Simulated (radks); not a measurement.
Spherical quantum dot in the effective-mass picture: electrons in a parabolic well V = omega^2 r^2 / 2 with omega = 1.01, with a point charge +2 (a donor) at the centre, all in effective atomic units (hartree* = m*/eps^2 hartree, bohr* = eps/m* bohr), one dielectric constant everywhere. Method: non-relativistic Kohn-Sham, LDA (Slater exchange, Perdew-Wang correlation), spin-polarised, spherical densities; computed with a radial shooting solver with Libxc functionals. Levels are named by radial order and angular momentum (1s, 1p, 1d, 2s, ...), and open shells are averaged over m. Each electron was tried in the lowest free levels, single moves between levels near the top were tried too, and the lowest total energy was kept; such a search can miss a lower state. At N = 1 the Hartree and exchange-correlation terms need not cancel, so that row can carry a self-interaction error.

| N | open shells | 2S | E (hartree*) | mu = E(N) - E(N-1) (hartree*) | addition energy mu(N+1) - mu(N) (hartree*) | rms radius (bohr*) |
|---|---|---|---|---|---|---|
| 1 | 1s(up 1, down 0) | 1 | -1.61361 | -1.6136 | 1.270 | 0.7442 |
| 2 | none | 0 | -1.95758 | -0.34397 | 2.675 | 0.8289 |
| 3 | 1p(up 1, down 0) | 1 | 0.373247 | 2.3308 | 0.5233 | 1.110 |
| 4 | 1p(up 2, down 0) | 2 | 3.22737 | 2.8541 | 0.5297 | 1.254 |
| 5 | 1p(up 3, down 0) | 3 | 6.61124 | 3.3839 | 0.6660 | 1.353 |
| 6 | 1p(up 3, down 1) | 2 | 10.6611 | 4.0498 | 0.4687 | 1.436 |
| 7 | 1p(up 3, down 2) | 1 | 15.1796 | 4.5185 | 0.4716 | 1.504 |
| 8 | none | 0 | 20.1697 | 4.9901 | 0.7707 | 1.565 |
| 9 | 2s(up 1, down 0) | 1 | 25.9304 | 5.7608 | 0.4708 | 1.640 |
| 10 | none | 0 | 32.1620 | 6.2316 | 0.8618 | 1.707 |
| 11 | 1d(up 1, down 0) | 1 | 39.2553 | 7.0933 | 0.3870 | 1.771 |
| 12 | 1d(up 2, down 0) | 2 | 46.7357 | 7.4804 | 0.3838 | 1.827 |
| 13 | 1d(up 3, down 0) | 3 | 54.5999 | 7.8642 | 0.3799 | 1.878 |
| 14 | 1d(up 4, down 0) | 4 | 62.8440 | 8.2441 | 0.3757 | 1.925 |
| 15 | 1d(up 5, down 0) | 5 | 71.4638 | 8.6198 | 0.4635 | 1.969 |
| 16 | 1d(up 5, down 1) | 4 | 80.5472 | 9.0834 | 0.3568 | 2.010 |
| 17 | 1d(up 5, down 2) | 3 | 89.9874 | 9.4402 | 0.3546 | 2.049 |
| 18 | 1d(up 5, down 3) | 2 | 99.7821 | 9.7948 | 0.3518 | 2.086 |
| 19 | 1d(up 5, down 4) | 1 | 109.929 | 10.147 | 0.3487 | 2.121 |
| 20 | none | 0 | 120.424 | 10.495 | 0.9564 | 2.155 |
| 21 | 1f(up 1, down 0) | 1 | 131.876 | 11.452 | 0.3207 | 2.195 |
| 22 | 1f(up 2, down 0) | 2 | 143.648 | 11.772 | 0.3187 | 2.233 |
| 23 | 1f(up 3, down 0) | 3 | 155.739 | 12.091 | 0.3167 | 2.268 |
| 24 | 1f(up 4, down 0) | 4 | 168.147 | 12.408 | 0.3146 | 2.302 |
| 25 | 1f(up 5, down 0) | 5 | 180.869 | 12.722 | 0.3124 | 2.334 |
| 26 | 1f(up 6, down 0) | 6 | 193.904 | 13.035 | 0.3102 | 2.365 |
| 27 | 1f(up 7, down 0) | 7 | 207.249 | 13.345 | 0.3449 | 2.395 |
| 28 | 1f(up 7, down 0) 2p(up 1, down 0) | 8 | 220.939 | 13.690 | 0.3157 | 2.424 |
| 29 | 1f(up 7, down 0) 2p(up 2, down 0) | 9 | 234.945 | 14.006 | 0.3143 | 2.452 |
| 30 | 1f(up 7, down 0) 2p(up 3, down 0) | 10 | 249.264 | 14.320 | 0.3269 | 2.479 |
| 31 | 1f(up 7, down 1) 2p(up 3, down 0) | 9 | 263.911 | 14.647 | 0.2935 | 2.505 |
| 32 | 1f(up 7, down 2) 2p(up 3, down 0) | 8 | 278.851 | 14.940 | 0.2921 | 2.530 |
| 33 | 1f(up 7, down 3) 2p(up 3, down 0) | 7 | 294.084 | 15.232 | - | 2.555 |

All shells are closed at N = 2, 8, 10, 20 (there: 1s2 1p6 1d10 2s2); the second difference of the energy has clear peaks (12 % above both neighbours; the first and last values, which can be the largest, are not judged, and half-filled shells can peak too) at N = 2, 5, 8, 10, 15, 20.
